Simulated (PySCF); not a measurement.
## Magnetic susceptibility: SMILES FC1=CCCP1n1cccc1, C₈H₉FNP

Geometry:
| atom | x (Å) | y (Å) | z (Å) |
| --- | --- | --- | --- |
| F1 | -0.882 | 0.620 | -2.927 |
| C2 | -1.225 | 0.270 | -1.677 |
| C3 | -2.109 | 0.929 | -0.941 |
| C4 | -2.351 | 0.377 | 0.424 |
| C5 | -1.595 | -0.957 | 0.554 |
| P6 | -0.476 | -1.228 | -0.926 |
| N7 | 0.994 | -0.526 | -0.364 |
| C8 | 2.192 | -1.197 | -0.399 |
| C9 | 3.161 | -0.399 | 0.127 |
| C10 | 2.539 | 0.816 | 0.499 |
| C11 | 1.218 | 0.710 | 0.187 |
| H12 | -2.625 | 1.817 | -1.271 |
| H13 | -3.421 | 0.230 | 0.583 |
| H14 | -2.014 | 1.097 | 1.176 |
| H15 | -2.300 | -1.790 | 0.577 |
| H16 | -1.000 | -1.010 | 1.467 |
| H17 | 2.244 | -2.192 | -0.797 |
| H18 | 4.200 | -0.640 | 0.239 |
| H19 | 3.022 | 1.665 | 0.944 |
| H20 | 0.423 | 1.420 | 0.303 |

Method used: PySCF, GIAO B97-2/pcSseg-1 magnetisability, rotational g tensor and spin-rotation constants, non-relativistic, gas phase. Geometry: GFN2-xTB.

Question: How diamagnetic is it, and how anisotropic?

Answer: Isotropic -1673 × 10⁻³⁰ J/T², or -100.8 × 10⁻⁶ cm³/mol; principal values -2102, -1524, -1394 × 10⁻³⁰ J/T², anisotropy 653 × 10⁻³⁰ J/T² (root of half the summed squared differences of the principal values). The susceptibility is in cgs units.

Question: Split it along the inertial axes a, b, c into diamagnetic and paramagnetic parts about the centre of mass, with the quadrupole moment.

Answer: 
```csv
axis,χ (10⁻⁶ cm³/mol),diamagnetic (10⁻⁶ cm³/mol),paramagnetic (10⁻⁶ cm³/mol),summed x² of all electrons (Å²),quadrupole Θ (D Å)
a,-90.6,-820.7,730.1,324.4,+3.83
b,-126.0,-1737.6,1611.6,108.3,-6.33
c,-85.7,-1835.9,1750.3,85.1,+2.49
```
Anisotropies 2χaa − χbb − χcc = +30.5 and 2χbb − χaa − χcc = -75.8 × 10⁻⁶ cm³/mol. Θ is traceless in Buckingham's convention.

Question: And the rotational g tensor?

Answer: 
| axis | rotational constant (GHz) | g | nuclear part | electronic part |
| --- | --- | --- | --- | --- |
| a | 1.7099 | -0.0291 | 0.5574 | -0.5865 |
| b | 0.7326 | +0.0018 | 0.5564 | -0.5547 |
| c | 0.6843 | -0.0130 | 0.5497 | -0.5627 |

Asymmetric top; isotopes 12C, 19F, 1H, 14N, 31P; no vibrational averaging.
